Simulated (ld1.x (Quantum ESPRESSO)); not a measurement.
**Before and after: TM semilocal potential for neodymium**

```
Element                 : Nd
Generator               : ld1.x (Quantum ESPRESSO) 7.5
Type                    : norm-conserving Troullier–Martins (semilocal form)
Functional              : PBE
Relativity              : scalar-relativistic
Frozen core             : [Kr] 4d10
Valence charge          : 14
Reference configuration : 4f4 5s2 5p6 5d0 6s0 6p0 (charge +2)
Partial waves           : 5p (bound): rc 2.10 bohr; 5d (bound, empty): rc 2.40 bohr; 4f (bound): rc 1.35 bohr; 5s (bound): rc 1.85 bohr
Local potential         : the s channel
Core correction         : none
```

All-electron outer shells of the reference configuration (PBE, scalar-relativistic, ld1.x):

| shell | level (eV) | outermost node (bohr) | outermost maximum (bohr) |
| --- | --- | --- | --- |
| 4p | -238.78 | 0.32 | 0.59 |
| 4d | -129.51 | 0.29 | 0.62 |
| 5s | -53.43 | 0.72 | 1.32 |
| 5p | -34.98 | 0.77 | 1.50 |
| 4f | -14.57 | – | 0.67 |
| 5d | -13.57 | 0.88 | 2.10 |
| 6s | -13.39 | 1.75 | 3.34 |
| 6p | -9.62 | 2.06 | 4.03 |

Change: wave 4f (bound): rc 1.35 bohr becomes 4f (bound): rc 1.20 bohr.

Cutoffs: the cutoffs (Ry, on a coarse ladder) from which the occupation-weighted sum of valence levels, in a spherical-Bessel basis at the reference potential, stays within 10 and 1 mRy of its value at 400 Ry; they do not see the model core or the augmentation charge, which bear on the density cutoff. Errors are all-electron minus pseudo energies relative to the spin-unpolarised reference configuration.

Task: What does the change do?

Result: The potential gets harder (180 Ry and 230 Ry → 230 Ry and 260 Ry); of the 6 tests that both files solve, the error grows in 0 and shrinks in 1 by more than 15 % and 0.3 meV (median size 156.2 → 155.6 meV); neither file shows a bound ghost at the reference potential, the only one tested. A smaller radius makes the pseudo-wave follow the all-electron one further in, where it bends more sharply, so more plane waves are needed. A semilocal file is local in each channel, so a ghost entry of none says nothing of the separable form that plane-wave codes build from it.

| quantity | base | changed |
| --- | --- | --- |
| cutoff, loose | 180 Ry | 230 Ry |
| cutoff, tight | 230 Ry | 260 Ry |
| loose cutoff by channel (10 mRy a level) | p 21 Ry, f 160 Ry, s 35 Ry | p 21 Ry, f 200 Ry, s 35 Ry |
| bound ghosts | none | none |
| tests counted (converged, no solver errors) | 6 of 7 | 6 of 7 |
| error for 4f4 5s2 5p6 5d0 6s2 6p0, meV [ΔE -16.58 eV] | +273 | +273 |
| error for 4f4 5s2 5p6 5d0 6s1 6p0, meV [ΔE -10.79 eV] | +193 | +193 |
| error for 4f3 5s2 5p6 5d0 6s0 6p0, meV [ΔE 22.45 eV] | +94 | +55 |
| error for 4f3 5s2 5p6 5d1 6s2 6p0, meV [ΔE -14.75 eV] | +465 | +418 |
| error for 4f4 5s2 5p6 5d1 6s1 6p0, meV [ΔE -14.88 eV] | +120 | +119 |
| error for 4f5 5s2 5p6 5d0 6s0 6p0, meV [ΔE -8.22 eV] | -19 | -21 |
| s: phases at 2.58 bohr within 0.05 rad from the reference energy up to (Ry; the scan ends near 5) | -1.0 | -1.0 |
| p: phases at 2.58 bohr within 0.05 rad from the reference energy up to (Ry; the scan ends near 5) | 0.3 | 0.3 |
| d: phases at 2.58 bohr within 0.05 rad from the reference energy up to (Ry; the scan ends near 5) | 2.7 | 2.7 |
| f: phases at 2.58 bohr within 0.05 rad from the reference energy up to (Ry; the scan ends near 5) | 0.7 | 0.9 |

Base: Tests not counted: 4f4 5s2 5p6 5d0 6s0 6p2 (solver errors, printed error -10.4 eV). Changed file: Tests not counted: 4f4 5s2 5p6 5d0 6s0 6p2 (solver errors, printed error -8.5 eV).
